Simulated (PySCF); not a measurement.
A GIAO shielding run with PySCF 2.14.0 with density-fitted response routines (density fitting, non-relativistic, gas phase) on SMILES CO[Si](C)(OC)S[SiH3], C₃H₁₂O₂SSi₂:

```
$ OMP_NUM_THREADS=1 python probes_run.py task.json out

{"job": {"kind": "nmr", "xc": "PBE0", "basis": "pcSseg-1"}, "charge": 0, "multiplicity": 1}
C     -0.716008    -1.766891     1.501206
O      0.207897    -0.991137     0.787347
Si    -0.135825     0.165680    -0.299070
C     -1.023292    -0.468922    -1.857855
O     -1.019237     1.284939     0.481611
C     -1.344084     2.573068     0.032593
S      1.813090     0.910116    -0.769372
Si     3.034614    -0.484965     0.313384
H     -1.436173    -1.129556     2.014894
H     -0.158482    -2.354191     2.230507
H     -1.250577    -2.437308     0.825248
H     -2.085071    -0.609357    -1.670890
H     -0.922451     0.232756    -2.680488
H     -0.615484    -1.418600    -2.191279
H     -1.771740     3.118500     0.873492
H     -0.450722     3.087187    -0.326261
H     -2.072747     2.520381    -0.778790
H      2.756040    -1.831285    -0.165211
H      4.368523    -0.044869    -0.069344
H      2.816582    -0.344866     1.745242
```

Hardware: 1 thread of an Arm Neoverse N1, shared host. The job also computes population analyses, field gradients.

Q: How large is the calculation?

A: 90 electrons, 217 basis functions and 1198 auxiliary functions.

Q: How long does it take, and how much memory does it need?

A: 97 s of wall time, with 12 SCF cycles and 4 response iterations; peak memory 1.1 GiB. Times on a shared host scatter by some tens of per cent.
